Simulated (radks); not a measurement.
Values are calculated unless marked as measured or tabulated.
Valence configurations of Sb+ (all share [Kr]). Code: a radial shooting solver on a logarithmic mesh with Libxc functionals. Model: Dirac Kohn-Sham, PBE, spin-unpolarised, spherical densities, finite nucleus; open shells are shared between the two j in proportion to 2j + 1; Fermi nuclear charge, rms radius 4.6802 fm. Energies are relative to 4d10 5s2 5p2; eigenvalues in eV.

[
 {"valence": "4d10 5s2 5p2", "E (eV)": "0.000", "e(4d3/2)": "-42.725", "e(4d5/2)": "-41.480", "e(5p1/2)": "-12.500", "e(5p3/2)": "-11.763", "e(5s1/2)": "-20.626"},
 {"valence": "4d10 5s1.5 5p2.5", "E (eV)": "4.331", "e(4d3/2)": "-43.437", "e(4d5/2)": "-42.189", "e(5p1/2)": "-12.841", "e(5p3/2)": "-12.088", "e(5s1/2)": "-21.043"},
 {"valence": "4d10 5s1 5p3", "E (eV)": "8.704", "e(4d3/2)": "-44.132", "e(4d5/2)": "-42.882", "e(5p1/2)": "-13.172", "e(5p3/2)": "-12.403", "e(5s1/2)": "-21.448"},
 {"valence": "4d10 5p4", "E (eV)": "17.574", "e(4d3/2)": "-45.483", "e(4d5/2)": "-44.228", "e(5p1/2)": "-13.805", "e(5p3/2)": "-13.006", "e(5s1/2)": "-"},
 {"valence": "4d9 5s2 5p3", "E (eV)": "32.376", "e(4d3/2)": "-49.094", "e(4d5/2)": "-47.787", "e(5p1/2)": "-14.098", "e(5p3/2)": "-13.233", "e(5s1/2)": "-22.880"},
 {"valence": "4d9 5s1.5 5p3.5", "E (eV)": "37.074", "e(4d3/2)": "-49.754", "e(4d5/2)": "-48.445", "e(5p1/2)": "-14.409", "e(5p3/2)": "-13.529", "e(5s1/2)": "-23.258"},
 {"valence": "4d9 5s1 5p4", "E (eV)": "41.811", "e(4d3/2)": "-50.402", "e(4d5/2)": "-49.091", "e(5p1/2)": "-14.712", "e(5p3/2)": "-13.817", "e(5s1/2)": "-23.627"},
 {"valence": "4d8 5s2 5p4", "E (eV)": "69.589", "e(4d3/2)": "-55.421", "e(4d5/2)": "-54.053", "e(5p1/2)": "-15.619", "e(5p3/2)": "-14.626", "e(5s1/2)": "-25.015"}
]

NIST lists [Kr] 4d10 5s2 5p2 as the ground configuration; this level of theory agrees among the configurations tried. The energies are those of spherical spin-averaged densities, not of single terms.
